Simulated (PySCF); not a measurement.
**Assigning NMR signals**

Numbering as in the mapped SMILES `[CH3:1][N:2]([CH3:3])[Si@@H:4]([SiH3:5])[O:6][SiH3:7]`; H(Xn) means a hydrogen on atom n.

How the numbers were obtained: PBE0-D3(BJ)/def2-SVP geometry, NMR shieldings at B97-2/pcSseg-1/GIAO, in PySCF 2.14 (one computed conformer, averaged over atoms made equivalent by symmetry, fast rotation or ring inversion, isolated molecule, non-relativistic).

Referencing at the same level of theory: ¹H vs TMS.

Problem. Assign these signals to the numbered atoms. ¹H NMR (600 MHz, computed): δ 4.95 (q, 1H), 4.80 (s, 3H), 3.31 (d, 3H), 2.68 (s, 6H).

Solution. 
4.95 → H(Si4), hydrogen on a silicon bonded to N, O, Si
4.80 → H(Si7), hydrogen on a silicon bonded to O
3.31 → H(Si5), hydrogen on a silicon bonded to Si
2.68 → H(C1)/H(C3), hydrogen on a methyl carbon bonded to N: its carbon carries N, hence the downfield position

Multiplicities follow the n + 1 count of equivalent neighbours, as no J values were calculated; m marks all less simple cases, F and P coupling included.
